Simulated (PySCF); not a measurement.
Working out the ionisation energy of Ti⁺

Ti⁺ [Ar] 3d2 4s1 (4F) → Ti²⁺ [Ar] 3d2 (3F). All numbers are calculated (PySCF 2.14, no relativity, point nucleus, in cc-pVDZ (6s5p3d1f, 43 functions)). Frozen: [Ar]. Energies in hartree (1 hartree = 27.21139 eV):

```csv
part,Ti⁺ (lower),Ti²⁺ (upper)
UHF,-848.206624,-847.733785
MP2 opposite-spin,0.000000,0.000000
MP2 same-spin,-0.007913,-0.002670
```

Q: What does Hartree-Fock give?

A: (-847.733785) − (-848.206624) = 0.472839 hartree = 12.867 eV.

Q: What do MP2 and SCS-MP2 (6/5 opposite-spin, 1/3 same-spin) give?

A: The opposite-spin parts differ by 0.000 eV and the same-spin parts by 0.143 eV. MP2: 12.867 + (0.000) + (0.143) = 13.010 eV. SCS-MP2: 12.867 + 1.2 × (0.000) + (0.143)/3 = 12.915 eV.

Reference: 13.575 eV (measured; NIST Atomic Spectra Database, ionization energies), between the lowest levels; spin-orbit coupling is absent from the calculation.

The calculation is non-relativistic.

A double-zeta basis recovers only part of the correlation energy.

What remains against the reference includes basis incompleteness, the frozen core and correlation beyond second order.
